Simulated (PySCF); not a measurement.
This PySCF input asks for the NMR shieldings of C$_{5}$H$_{13}$AsBN; the geometry comes from GFN2-xTB.

```python
import basis_set_exchange as bse
import numpy as np
from pyscf import gto, dft
from pyscf.prop import nmr

atoms = """
C    -0.708599    2.440451    0.990680
C    -0.965241    1.308901    0.689794
C    -1.309174   -0.038811    0.300141
C    -2.773374   -0.339599    0.610077
As   -0.856864   -0.277320   -1.641058
B     1.788169   -1.685646    0.417738
N     2.179876   -0.450002   -0.038064
C     2.780769    0.625280    0.715512
H    -0.481576    3.422799    1.282642
H    -0.659430   -0.731010    0.851232
H    -3.011616   -1.368957    0.339617
H    -2.980500   -0.205122    1.672061
H    -3.428470    0.327703    0.048865
H    -2.086631    0.444175   -2.127363
H    -1.608179   -1.574323   -1.753245
H     1.944036   -1.959777    1.546807
H     1.293123   -2.431058   -0.346564
H     2.066807   -0.205675   -1.014571
H     3.760097    0.888674    0.305741
H     2.142500    1.513000    0.689646
H     2.905355    0.313261    1.750056
"""
names = dict.fromkeys(["C", "As", "B", "N", "H"], "pcSseg-1")
basis = {el: gto.basis.parse(bse.get_basis(n, elements=[el], fmt="nwchem")) for el, n in names.items()}
mol = gto.M(atom=atoms, basis=basis, charge=0, verbose=0)
mf = dft.RKS(mol, xc="PBE0")
mf.grids.level = 2
mf.grids.alignment = dft.numint.BLKSIZE   # the property module wants whole blocks of grid points
mf.conv_tol = 1e-9
mf.kernel()

calc = nmr.RKS(mf)   # GIAO
C = mf.mo_coeff
Co = C[:, mf.mo_occ > 0]
resp = mf.gen_response(singlet=True, hermi=2)
def vind(x):   # induced exchange potential for any number of trial vectors
    d = np.einsum("pi,xij,qj->xpq", C, 2 * x.reshape(-1, C.shape[1], Co.shape[1]), Co, optimize=True)
    return np.einsum("xpq,pi,qj->xij", resp(d - d.transpose(0, 2, 1)), C, Co, optimize=True).ravel()
mo1, _ = nmr.rhf.solve_mo1(calc, with_cphf=vind)
sigma = calc.kernel(mo1)
for i, s in enumerate(sigma):   # ppm
    print("%2d %-2s %9.2f" % (i, mol.atom_pure_symbol(i), np.trace(s) / 3))
```

**Question.** What does it print?

**Answer.** 
```
 0 C     110.14
 1 C      93.40
 2 C     164.27
 3 C     155.55
 4 As   1565.76
 5 B      64.56
 6 N     118.29
 7 C     146.35
 8 H      30.11
 9 H      29.17
10 H      30.21
11 H      29.84
12 H      30.00
13 H      28.38
14 H      28.32
15 H      26.91
16 H      27.07
17 H      26.33
18 H      28.63
19 H      27.96
20 H      28.52
```

These numbers come from an equivalent density-fitted implementation of the same equations, which agrees with the script to about 0.01 ppm for H and up to a few tenths of a ppm for heavy atoms, so last digits may differ.

Relativistic effects, spin–orbit coupling among them, are left out; they matter for As and for the light atoms bonded to it.

Size and cost of the density-fitted run: 225 basis functions, 36 s wall time on 1 thread of an x86-64 server CPU, shared host.
